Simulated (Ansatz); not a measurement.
`CC(F)OCF` + `CF` → `CC(F)OCCF` + H–F  (formal exchange of groups at a C–F bond)

Computed with Ansatz on PBE0-D4/def2-TZVP structures; ΔE is electronic, products minus reactants. CBS: MP2 limit from def2 TZ/QZ plus the TZ coupled-cluster correction, frozen cores. This one scheme is used for every species. DFT in def2-TZVPP. Each species was taken in one conformer, which may not be the lowest.

(1) Is it downhill or uphill in electronic energy at CCSD(T)/CBS, and by how much? (An estimate is asked.)

(2) What do these levels give: ωB97X-V, PBE0, MP2/def2-TZVPP, HF/def2-QZVPP, SCS-MP2/def2-QZVPP, MP2/CBS(def2)? (Estimate.)

Largest T1 diagnostic among the species: 0.011.

Answers

(1) Computed: Downhill: ΔE = -31.5 kJ/mol.

(2) Ansatz gave: ωB97X-V -18.4, PBE0 -19.5, MP2/def2-TZVPP -33.1, HF/def2-QZVPP -4.9, SCS-MP2/def2-QZVPP -28.1, MP2/CBS(def2) -37.7 kJ/mol.

In def2-TZVPP, CCSD(T) changes the Hartree–Fock value by −21.9 kJ/mol (the triples alone add −1.8 kJ/mol) and MP2 by −28.1 kJ/mol. From PBE to PBE0 (25 % exact exchange), in def2-TZVPP and without D4, ΔE moves by −3.2 kJ/mol. The D4 term adds −6.8 kJ/mol with B3LYP and −3.9 kJ/mol with PBE0; it sums over pairs of atoms, weighted by their polarisabilities, and B3LYP, whose exchange is more repulsive, gets the larger term.

B3LYP here is the variant with VWN-RPA as its local correlation; programs differ in this.
